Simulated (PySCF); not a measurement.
C5H11B.
Numbering: `[BH2:1]/[CH:2]=[C:3](/[CH3:4])[CH2:5][CH3:6]` (hydrogens: H7, H8 on B1; H9 on C2; H10, H11, H12 on C4; H13, H14 on C5; H15, H16, H17 on C6)

All values: PBE0/def2-SVPD (PySCF, non-relativistic), on one gas-phase PBE0-D3(BJ)/def2-SVP geometry that isn't relaxed in the solvent. The solvent is an IEF-PCM continuum (cavity from Bondi-type radii × 1.2). Only the electrostatic response of the medium enters.

Gas phase at PBE0/def2-SVPD: HOMO -7.58 eV, LUMO -1.82 eV, dipole 2.38 D.

Q: What does the continuum do to the energy, the frontier levels and the dipole at PBE0/def2-SVPD in cyclohexane and methanol?

A: 
| solvent | ε | E(solvent) − E(gas) (kcal/mol) | polarisation term (kcal/mol) | distortion of the solute (kcal/mol) | HOMO (eV) | LUMO (eV) | dipole (D) |
| --- | --- | --- | --- | --- | --- | --- | --- |
| cyclohexane | 2.017 | -0.83 | -0.90 | 0.07 | -7.55 | -1.81 | 2.73 |
| methanol | 32.61 | -2.12 | -2.59 | 0.47 | -7.54 | -1.84 | 3.30 |

The polarisation term is half the interaction of the solute with the surface charges that it induces; the rest is the cost of distorting the solute's density. The sum is the electrostatic part of solvation alone. From cyclohexane to methanol the lowering changes by a factor 2.56, Onsager's factor (ε − 1)/(2ε + 1) by 2.36 and ε itself by 16.2.

Q: Which radius a makes the point-dipole formula ΔE = −[(ε − 1)/(2ε + 1)]·μ²/a³ give the value in methanol, with the gas-phase dipole?

A: μ = 0.938 au and |ΔE| = 0.00338 Eh give a = 2.64 Å; the farthest nucleus lies 3.61 Å from the centroid of the nuclei, so such a sphere wouldn't even hold the nuclei. The formula assumes a rigid point dipole at the centre of a sphere.

Q: How does the static polarisability (PBE0/def2-SVPD, frozen core, with the continuum's full static response) change?

A: 
```json
{"medium": "gas", "isotropic (au)": "80.8", "principal values (au)": "60.7, 78.4, 103.2", "⟨r²⟩ of the electrons (bohr²)": "709.0"}
{"medium": "cyclohexane", "isotropic (au)": "91.2", "principal values (au)": "67.9, 87.7, 118.0", "⟨r²⟩ of the electrons (bohr²)": "709.1"}
{"medium": "methanol", "isotropic (au)": "110.9", "principal values (au)": "84.0, 104.7, 143.9", "⟨r²⟩ of the electrons (bohr²)": "709.3"}
```

The isotropic value in methanol is 1.37 times the gas-phase one; no cavity-field correction is applied. ⟨r²⟩ is taken about the centre of nuclear charge.

Shape of the structure used: `[BH2:1]/[CH:2]=[C:3](/[CH3:4])[CH2:5][CH3:6]`: C2–C3–C5–C6 -97°.
